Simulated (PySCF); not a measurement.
System: CH4BO2, charge 0, multiplicity 2. It need not be the lowest isomer of its formula. SMILES: [CH2]B(O)O
Structure (B3LYP-D3(BJ)/def2-TZVP (Ansatz) minimum search):
```xyz
8

C      1.3854    -0.6544     0.0134
B     -0.0010     0.0148     0.0055
O     -1.1450    -0.6042    -0.4489
O     -0.1181     1.2959     0.4729
H      2.2644    -0.1372     0.3784
H      1.5649    -1.6645    -0.3386
H     -1.0075    -1.5006    -0.7654
H     -1.0240     1.6218     0.4252
```
Charge 0, spin multiplicity 2.

Dispersion corrections to the total energy (kcal/mol) from the dftd3 and dftd4 libraries through PySCF: D3(BJ) without and D4 with the three-body term, each with the damping fitted for the functional named.

```
functional  D3(BJ)     D4
----------  ------  -----
HSE06          ___  -1.85
r2SCAN       -0.68    ___
B2PLYP       -1.94  -1.69
PBE          -2.54  -2.44
BLYP         -5.32  -5.58
TPSS         -3.14    ___
B2GP-PLYP    -1.42  -0.99
```

Complete the blanks.


- HSE06, D3(BJ): -1.52
- r2SCAN, D4: -0.59
- TPSS, D4: -3.31
